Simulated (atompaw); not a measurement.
**An all-electron radial function and its pseudo partner (titanium)**

Columns: radius, all-electron u(r) and pseudo u(r) of the 4s shell (level -10.35 eV) of titanium in the configuration [Ar] 3d2 4s1 4p0; PBE, scalar-relativistic, PAW (atompaw) scheme, atompaw 4.2.0.5.

| r (bohr) | all-electron | pseudo |
| --- | --- | --- |
| 0.115 | 0.0577 | 0.0279 |
| 0.231 | 0.1743 | 0.0561 |
| 0.346 | 0.0633 | 0.0843 |
| 0.462 | -0.1036 | 0.1132 |
| 0.577 | -0.2288 | 0.1423 |
| 0.692 | -0.2883 | 0.1719 |
| 0.808 | -0.2865 | 0.2024 |
| 0.923 | -0.2391 | 0.2332 |
| 1.038 | -0.1628 | 0.2647 |
| 1.154 | -0.0702 | 0.2970 |
| 1.269 | 0.0270 | 0.3295 |
| 1.385 | 0.1237 | 0.3626 |
| 1.500 | 0.2137 | 0.3954 |
| 1.615 | 0.2957 | 0.4280 |
| 1.731 | 0.3688 | 0.4603 |
| 1.846 | 0.4313 | 0.4912 |
| 1.962 | 0.4843 | 0.5206 |
| 2.077 | 0.5276 | 0.5475 |
| 2.192 | 0.5620 | 0.5715 |
| 2.308 | 0.5886 | 0.5921 |
| 2.423 | 0.6077 | 0.6083 |
| 2.538 | 0.6202 | 0.6198 |
| 2.654 | 0.6269 | 0.6266 |
| 2.769 | 0.6285 | 0.6283 |
| 2.885 | 0.6255 | 0.6255 |
| 3.000 | 0.6186 | 0.6186 |

Q: How many radial nodes do the two functions have?

A: The all-electron 4s function has n − l − 1 = 3 (the table is too coarse to show those close to the nucleus); the pseudo-wave has 0, since the states of the same l below it are removed with the core.

Q: Is the pseudo-wave norm-conserving?

A: No, it belongs to a PAW set: the norm inside the radius is not constrained, and the difference is carried by the augmentation charge.
